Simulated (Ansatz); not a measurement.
Stepwise reaction of `[Cl][Al]([Br])[Br]` with ammonia, as a gas-phase model of exchange steps in deposition or etching. ΔE in kJ/mol; ΔG adds harmonic PBE0-D4 terms to CCSD(T)/CBS, at 1 bar.

Computed with Ansatz on PBE0-D4/def2-TZVP structures; ΔE is electronic, products minus reactants. CCSD(T)/CBS is the MP2 limit (def2-TZVPP, def2-QZVPP) plus CCSD(T) − MP2 in def2-TZVPP, frozen cores. This one scheme is used for every species. DFT in def2-TZVPP. B3LYP here is the variant with VWN-RPA as its local correlation; programs differ in this. For Br outer-core shells are correlated without core-valence functions, which leaves a few kJ/mol of doubt a bond. Scalar relativity is left out up to krypton. One conformer a species, not always the lowest.

```json
{"step": "1", "reaction": "`[Cl][Al]([Br])[Br]` + NH₃ → `[NH2][Al]([Cl])[Br]` + HBr", "PBE-D4": "59.9", "B3LYP-D4": "55.7", "ωB97M-V": "57.5", "CCSD(T)/CBS": "61.5", "ΔG(500 K)": "50.7"}
```

Question: Give the row of step 2, `[NH2][Al]([Cl])[Br]` + NH₃ → `[NH2][Al]([NH2])[Cl]` + HBr. (An estimate is asked.)

Answer: The calculation gave: 
```tsv
step	reaction	PBE-D4	B3LYP-D4	ωB97M-V	CCSD(T)/CBS	ΔG(500 K)
2	`[NH2][Al]([Cl])[Br]` + NH₃ → `[NH2][Al]([NH2])[Cl]` + HBr	75.1	71.2	73.6	75.8	67.9
```

Question: By hand: ΔE of the 2 steps together at CCSD(T)/CBS.

Answer: (61.5) + (75.8) = 137.3 kJ/mol, or 68.7 kJ/mol a step.

In ΔE each step is higher than the one before. All are uphill at CCSD(T)/CBS. ΔG lies between 50.7 and 67.9 kJ/mol a step. PBE-D4 differs from CCSD(T)/CBS by -1.6 to -0.7 kJ/mol a step. Isolated molecules leave out the surface, adducts and barriers. Largest T1 diagnostic: 0.009.
